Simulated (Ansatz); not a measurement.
Input file for Ansatz (a first-principles code): R-RI-MP2/cc-pVQZ on CH4GeO (SMILES [CH3][Ge][OH]), a point of a torsion scan. Files ending in .json are basis or fitting sets from the Basis Set Exchange. The run froze 16 orbitals, filled d shells among them.

Ansatz 0.2 input:
```yaml
crystal:
  periodic: [false, false, false]
  atoms:
    - {symbol: C, position_ang: [-0.93603239, -0.04354555, 0.00833871]}
    - {symbol: Ge, position_ang: [0.70584747, 1.19827364, -0.06944990]}
    - {symbol: O, position_ang: [0.00513347, 2.55197165, -0.96090832]}
    - {symbol: H, position_ang: [-0.71435458, -0.99193046, -0.48301493]}
    - {symbol: H, position_ang: [-1.82311507, 0.38007607, -0.46267298]}
    - {symbol: H, position_ang: [-1.18429747, -0.27802619, 1.04428992]}
    - {symbol: H, position_ang: [-0.89643804, 2.59625798, -1.27483678]}
basis:
  gaussian:
    orbitals: cc-pVQZ
    fitting: {mean_field: def2-universal-JKFIT, correlation: cc-pVQZ-RIFIT.json}
magnetization: {spin_polarized: false}
correlation: {method: mp2, electrons: outside_noble_gas}
scf: {lower_state_search: off}
```

Question: Predict the final total energy.

Answer: -2191.0898 hartree.
